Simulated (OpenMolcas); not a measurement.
Ca I: effect of the active space

```json
{
 "Program": "OpenMolcas 26.06",
 "Method": "XMS-CASPT2, IPEA 0.25 Eh, imaginary shift 0.1 Eh",
 "Basis": "ANO-RCC-VTZP",
 "Scalar Hamiltonian": "DKH2, point nucleus",
 "Spin-orbit coupling": "RASSI with atomic mean-field integrals over the reference wave functions, term energies averaged over their components"
}
```

A. 2 electrons in 4 orbitals (4s 4p); 2S+1 = 3 even, 3 roots; 2S+1 = 1 even, 6 roots; 2S+1 = 3 odd, 3 roots; 2S+1 = 1 odd, 3 roots; closed shells correlated: 3s 3p; CASPT2 step roughly 2.1 core-seconds
B. 2 electrons in 8 orbitals (4s 4p 5s 5p); 2S+1 = 3 even, 3 roots; 2S+1 = 1 even, 7 roots; 2S+1 = 3 odd, 3 roots; 2S+1 = 1 odd, 3 roots; closed shells correlated: 3s 3p; CASPT2 step about 4 core-seconds
C. 2 electrons in 9 orbitals (3d 4s 4p); 2S+1 = 3 even, 18 roots (8 in the spin-orbit step); 2S+1 = 1 even, 12 roots; 2S+1 = 3 odd, 18 roots; 2S+1 = 1 odd, 8 roots; closed shells correlated: 3s 3p; CASPT2 step of the order of 20 core-seconds

Energies in cm⁻¹ above 4s² ¹S₀, the measured ground level; measured values from NIST Handbook of Basic Atomic Spectroscopic Data.

```tsv
Level	A	B	C	Measured
4s² ¹S₀	0.0	0.0	0.0	0.0
4s 4p ³P°₀	15240	15160	14640	15158
4s 4p ³P°₁	15280	15190	14670	15210
4s 4p ³P°₂	15360	15270	14740	15316
4s 4p ¹P°₁	27560	27030	24320	23652
```

Deviations, from unrounded energies. A percentage is the sum of absolute deviations over the sum of measured energies, with the sign that they share, or ± where signs differ.

```json
{"Against measurement": "mean absolute deviation (cm-1)", "Levels": "4", "A": "1000", "B": "860", "C": "570"}
{"Against measurement": "other configurations (%)", "Levels": "4", "A": "+5.9", "B": "±5.0", "C": "±3.3"}
```

C lies closest to measurement on these levels and A furthest from it. The largest miss of C in the table is 4s 4p ¹P°₁, by +670 cm-1. The ranking rests on the paired levels alone, and a cruder setting can come out closer through cancelling errors.

Among A to C the level of the table that moves most is 4s 4p ¹P°₁, by 3200 cm-1 (lowest in C, highest in A). Moves below CASPT2's spread within the term are not significant.

CASPT2 does not keep the components of a term degenerate, so their means are used; among the terms shown or strongly mixed into the levels shown the widest spread is 36 cm-1 (4s 4p ¹P°, C). Over all roots computed the reference weight is 0.88 to 0.94 in A; the roots of lowest weight are the least certain, and an intruder state may touch them. The run also gave levels led by 4s 5s, which use shells meant for correlation; these and all levels above them are left out (holds for B). Some high roots are left out of the spin-orbit mixing, which shifts the levels that they would mix with (holds for C). Measured partners are found by configuration, term and J. A level has none where our copy of the source lacks it or the pairing is in doubt (some pairs that miss far off the trend of their configuration count as doubtful), and it then counts in no deviation. Only configurations of the active space appear. Levels that lie high or do not pair safely by name in every column are left out.

° marks odd parity.
